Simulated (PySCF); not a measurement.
**Electron correlation in Kr²⁺ (krypton, charge +2)**

[Ar] 3d10 4s2 4p4, high-spin 3P determinant. Calculation: PySCF 2.14, in pcseg-2; the non-relativistic Hamiltonian (point nucleus). Frozen: [Ar] 3d10; 6 electrons correlated.

MP2 pair energies summed by pair of shells (mhartree):

| pair | energy | share (%) |
| --- | --- | --- |
| 4p-4p | -49.57 | 46.5 |
| 4s-4p | -49.21 | 46.1 |
| 4s-4s | -7.92 | 7.4 |

Total MP2 correlation energy: -106.70 mhartree.

Same-spin part -24.09 and opposite-spin part -82.61 mhartree; SCS-MP2 scales them by 1/3 and 6/5 to -107.16 mhartree.

| level | correlation energy (mhartree) |
| --- | --- |
| CCSD | -126.85 |
| (T) | -3.00 |
| CCSD(T) | -129.85 |

Diagnostics: T1 = 0.0065, D1 = 0.0210, largest double amplitude 0.049.

Q: Is a single reference adequate?

A: Yes, within this model without spin-orbit coupling: T1 lies below 0.03 and no double amplitude reaches 0.07.
